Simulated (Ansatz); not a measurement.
Geometry optimisation, Ansatz, RKS B3LYP/def2-mTZVP.

Input:

```yaml
crystal:
  periodic: [false, false, false]
  atoms:
    - { symbol: B, position_ang: [0.148162, -0.564626, -0.479655] }
    - { symbol: "N", position_ang: [0.052146, -0.036046, 2.20129] }
    - { symbol: H, position_ang: [-0.85494, 0.13564, 2.618919] }
    - { symbol: H, position_ang: [0.746095, 0.526044, 2.679101] }
    - { symbol: Cl, position_ang: [1.581085, 0.339735, -0.918658] }
    - { symbol: H, position_ang: [-0.932953, -0.131082, -0.634168] }
    - { symbol: Br, position_ang: [0.30188, -2.512407, -0.007535] }
    - { symbol: H, position_ang: [0.284126, -1.036357, 2.322106] }
basis:
  gaussian: { orbitals: def2-mTZVP }
hamiltonian:
  xc: b3lyp
relax:
  f_tol: 0.03
  max_steps: 50
```

Launched with:

```bash
$ ansatz run input.yaml --threads 4 --pin off --max-ram 5120MiB --backend cpu --events-out ev --progress --plain --runs-dir out
```

Problem. Where does it end, and by what steps?

Solution. The run converged. After 11 steps the energy has fallen by 1.072 eV; H4 moved furthest, 0.88 Å. Joined: B1–N2 (2.73 → 1.62 Å).

```tsv
step	energy less start (eV)	largest force component (eV/Å)	accepted
0	0.0000	0.856	yes
1	-0.1093	1.367	yes
2	-0.3147	1.493	yes
3	-0.6508	1.598	yes
4	-0.8763	1.147	yes
5	-0.6420	4.064	no
6	-0.9619	0.289	yes
7	-0.9923	0.131	yes
8	-1.0193	0.561	yes
9	-1.0656	0.076	yes
10	-1.0711	0.042	yes
11	-1.0717	0.009	yes
```

```xyz
8
Properties=species:S:1:pos:R:3
B 0.110 -0.458 0.193
N 0.100 -0.199 1.792
H -0.783 -0.500 2.205
H 0.243 0.790 2.002
Cl 1.765 0.143 -0.381
H -0.795 0.142 -0.285
Br -0.165 -2.468 0.015
H 0.850 -0.728 2.240
```

Whether the end is a true minimum wasn't checked by a vibrational analysis.

The run took 23 s on 4 threads of Arm Neoverse V1 (shared host), peak memory 0.24 GiB.
